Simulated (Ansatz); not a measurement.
Species: sum formula ZrH$_{4}$S, charge 0, multiplicity 1. 
Coordinates optimised at B3LYP-D3(BJ)/def2-TZVP (Ansatz, a program for electronic structure):
```xyz
6

Zr    -0.6278    -0.1906    -0.0223
H     -0.9248    -1.2371     1.4764
H     -1.7129     1.3055    -0.0256
H     -0.9137    -1.1455    -1.5787
S      1.6781     0.5524    -0.0082
H      1.8146    -0.1369     1.1500
```

Dipole moments at this geometry, in debye (magnitudes).

| level | program | dipole (D) |
|---|---|---|
| revPBE/def2-TZVPD | Ansatz | 0.78 |
| r2SCAN/def2-TZVPD | Ansatz | 0.83 |
| HSE06/def2-TZVPD | Ansatz | 0.84 |
| CAM-B3LYP/def2-TZVPD | Ansatz | [?] |
| LC-wPBE/def2-TZVPD | Ansatz | 0.94 |
| CCSD(T)/def2-SVPD | Ansatz | [?] |

### Question
What belongs in the gaps?

### Answer

- CAM-B3LYP/def2-TZVPD, dipole (D): 0.84
- CCSD(T)/def2-SVPD, dipole (D): 0.81
